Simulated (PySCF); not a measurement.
C4H7FSi, SMILES C(=C)/C=C(\F)[SiH3]. Geometry optimised at PBE-D3(BJ)/def2-SVP. The structure was generated by enumeration; whether it is a known compound was not checked. Other conformers were not sampled.

Computed equilibrium geometry at PBE-D3(BJ)/def2-SVP (PySCF confirms it by a frequency run) as bond lengths and angles, and its point group (one conformer of several):
point group Cs.
Atoms: C1 C2 C3 C4 F5 Si6 H7 H8 H9 H10 H11 H12 H13. Bonds (Å): C1–C2 1.354, C1–H7 1.103, C1–H8 1.100, C2–C3 1.451, C2–H9 1.103, C3–C4 1.359, C3–H10 1.103, C4–F5 1.364, C4–Si6 1.889, Si6–H11 1.503, Si6–H12 1.502, Si6–H13 1.503. Angles (°): C2–C1–H7 121.3, C2–C1–H8 121.4, H7–C1–H8 117.2, C1–C2–C3 124.1, C1–C2–H9 119.7, C3–C2–H9 116.3, C2–C3–C4 124.9, C2–C3–H10 118.3, C4–C3–H10 116.8, C3–C4–F5 119.1, C3–C4–Si6 127.0, F5–C4–Si6 113.9, C4–Si6–H11 110.0, C4–Si6–H12 108.1, C4–Si6–H13 110.0, H11–Si6–H12 110.2, H11–Si6–H13 108.4, H12–Si6–H13 110.2.
Charge 0, spin multiplicity 1.
